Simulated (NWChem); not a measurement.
System: C₃H₆BF; SMILES C(CBF)=C

```xyz
11

B     -0.4061     1.2439    -0.2379
C     -0.0122    -0.0096     0.6149
C     -0.4109    -1.3221     0.0190
C      0.4221    -2.3171    -0.2912
H     -0.5693     0.1502     1.5647
H      1.0563     0.0180     0.8846
H     -1.4805    -1.4484    -0.1929
H      1.4988    -2.2434    -0.1054
H      0.0579    -3.2436    -0.7424
F      0.3167     2.3502    -0.1460
H     -1.3780     1.2895    -0.9617
```
Atoms are numbered in this order, from 1.

All runs: NWChem. The geometry was optimised at PBE0/def2-SVP.

Estimate the computed values for PBE/def2-SVP. Quantities: highest occupied level (eV); orbital gap (eV); dipole (D).

The highest occupied level (eV) is -6.08. The orbital gap (eV) comes out as 4.59 and the dipole (D) is 0.78.
